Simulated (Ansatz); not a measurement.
CHN2, SMILES `N#C[NH+]` (excited singlet) (charge 1, multiplicity 1). This singlet is an excited state, 1.19 eV above the relaxed triplet at the level B3LYP/cc-pVTZ // PBE0-D3(BJ)/def2-TZVP (Ansatz, a program for electronic structure).

Level of theory: frozen-core CCSD(T)/cc-pV5Z // PBE0-D3(BJ)/def2-TZVP in Ansatz.

Ansatz 0.2 input:
```yaml
crystal:
  periodic: [false, false, false]
  atoms:
    - { symbol: N, position_ang: [1.682551, 0.085751, 0.073563] }
    - { symbol: C, position_ang: [0.467255, 0.074487, 0.096827] }
    - { symbol: N, position_ang: [-0.753681, 0.152231, 0.249379] }
    - { symbol: H, position_ang: [-1.396124, -0.312472, -0.41977] }
basis:
  gaussian: { orbitals: cc-pV5Z }
correlation:
  method: ccsd_t
total_charge: 1
```

Output:

```
Functional definition: HF
2065 factors; integrals over basis functions are off by at most 7.8e-4 eV
mean field evaluation 1: about -3996.2546 eV, gradient 2.5e1 eV
mean field evaluation 2: about -3996.2557 eV, gradient 2.5e1 eV
mean field evaluation 4: about -3998.0564 eV, gradient 3.6e0 eV
mean field evaluation 8: about -3998.1220 eV, gradient 5.5e-1 eV
mean field evaluation 16: about -3997.8453 eV, gradient 8.7e0 eV
mean field evaluation 32: about -3996.2620 eV, gradient 6.6e-3 eV
mean field -3998.12387397 eV, -146.9283423427 hartree, gradient 1.5e-6 eV, S^2 0.000000; 1 other end points of the search recorded, 0 dependent functions left out; unrestricted orbitals would lower it
mean field evaluation 64: about -3999.0963 eV, gradient 1.9e-1 eV
determinant -3998.12387397 eV, -146.9283423427 hartree, with singles and doubles -4013.40226534 eV, -147.4898128695 hartree
determinant -3996.26201618 eV, -146.8599203311 hartree, with singles and doubles -4011.82485467 eV, -147.4318440966 hartree
3 core orbitals not correlated
reference -3998.12387397 eV, -146.9283423427 hartree; 7, 7 occupied and 318, 318 virtual orbitals, 2065 factors
second order -14.54826642 eV of doubles, -0.00000000 eV of singles
cycle   1  -14.81178582 eV  change    -1.6e0 eV  update   2.8e-2
cycle   2  -14.90166909 eV  change   -9.0e-2 eV  update   6.7e-3
cycle   3  -14.88996958 eV  change    1.2e-2 eV  update   3.4e-3
cycle   4  -14.89239895 eV  change   -2.4e-3 eV  update   1.5e-3
cycle   5  -14.89351822 eV  change   -1.1e-3 eV  update   1.1e-3
cycle   6  -14.89421003 eV  change   -6.9e-4 eV  update   4.6e-4
cycle   7  -14.89457359 eV  change   -3.6e-4 eV  update   2.2e-4
cycle   8  -14.89463728 eV  change   -6.4e-5 eV  update   8.3e-5
cycle   9  -14.89460501 eV  change    3.2e-5 eV  update   3.6e-5
cycle  10  -14.89457901 eV  change    2.6e-5 eV  update   1.6e-5
cycle  11  -14.89458079 eV  change   -1.8e-6 eV  update   8.6e-6
perturbative correction -0.92981603 eV, -0.0341701087 hartree
Total energy: -4013.94827079 eV, -147.5098781996 hartree
```
